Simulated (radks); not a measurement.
The indium ion In3+, configuration [Kr] 4d10. All-electron calculation, Dirac Kohn-Sham, PBE, spin-unpolarised, spherical densities, finite nucleus; Fermi nuclear charge, rms radius 4.6156 fm. Program: a radial shooting solver on a logarithmic mesh with Libxc functionals.

Normalised radial functions P(r) = r R(r) (large component), r in bohr:

r	4p1/2	4d3/2	4d5/2
0.001329	0.0032	0.0000	0.0000
0.001511	0.0038	0.0000	0.0000
0.001731	0.0046	0.0000	0.0000
0.001967	0.0054	0.0000	0.0000
0.002236	0.0065	0.0000	0.0000
0.002562	0.0079	0.0000	0.0000
0.002911	0.0095	0.0001	0.0000
0.003336	0.0116	0.0001	0.0000
0.003791	0.0140	0.0001	0.0001
0.004309	0.0169	0.0001	0.0001
0.004936	0.0208	0.0002	0.0001
0.00561	0.0253	0.0003	0.0002
0.006428	0.0312	0.0004	0.0003
0.007306	0.0380	0.0006	0.0004
0.008303	0.0462	0.0008	0.0006
0.009513	0.0569	0.0012	0.0009
0.01081	0.0690	0.0016	0.0014
0.01239	0.0846	0.0023	0.0020
0.01408	0.1021	0.0033	0.0028
0.016	0.1226	0.0046	0.0040
0.01833	0.1482	0.0065	0.0058
0.02083	0.1759	0.0091	0.0082
0.02387	0.2091	0.0129	0.0117
0.02713	0.2437	0.0178	0.0162
0.03083	0.2809	0.0244	0.0225
0.03533	0.3216	0.0339	0.0315
0.04015	0.3592	0.0458	0.0428
0.046	0.3951	0.0624	0.0588
0.05228	0.4213	0.0827	0.0783
0.05942	0.4355	0.1084	0.1032
0.06808	0.4315	0.1424	0.1362
0.07737	0.4042	0.1813	0.1742
0.08794	0.3489	0.2269	0.2190
0.1007	0.2558	0.2819	0.2733
0.1145	0.1355	0.3381	0.3291
0.1312	-0.0227	0.3989	0.3898
0.1491	-0.1901	0.4523	0.4437
0.1695	-0.3600	0.4954	0.4880
0.1942	-0.5199	0.5215	0.5162
0.2207	-0.6257	0.5187	0.5162
0.2528	-0.6636	0.4777	0.4789
0.2873	-0.6099	0.3971	0.4022
0.3266	-0.4615	0.2732	0.2826
0.3741	-0.2078	0.0972	0.1108
0.4252	0.0976	-0.1012	-0.0844
0.4872	0.4508	-0.3306	-0.3117
0.5537	0.7635	-0.5445	-0.5251
0.6293	1.0136	-0.7360	-0.7178
0.721	1.1733	-0.8935	-0.8782
0.8195	1.2082	-0.9833	-0.9720
0.9388	1.1309	-1.0101	-1.0039
1.067	0.9777	-0.9747	-0.9734
1.213	0.7825	-0.8914	-0.8945
1.389	0.5679	-0.7669	-0.7736
1.579	0.3871	-0.6320	-0.6409
1.809	0.2350	-0.4860	-0.4959
2.056	0.1337	-0.3585	-0.3680
2.337	0.0688	-0.2488	-0.2571
2.677	0.0301	-0.1565	-0.1630
3.043	0.0121	-0.0932	-0.0978
3.486	0.0039	-0.0484	-0.0514
3.963	0.0011	-0.0234	-0.0251

4p1/2: eigenvalue -112.30 eV, 2 radial nodes at r = 0.129, 0.409 bohr, <r> = 0.900 bohr, 90 % of the charge inside 1.33 bohr. 4d3/2: eigenvalue -48.409 eV, 1 radial node at r = 0.399 bohr, <r> = 1.14 bohr, 90 % of the charge inside 1.78 bohr. 4d5/2: eigenvalue -47.522 eV, 1 radial node at r = 0.403 bohr, <r> = 1.16 bohr, 90 % of the charge inside 1.80 bohr.
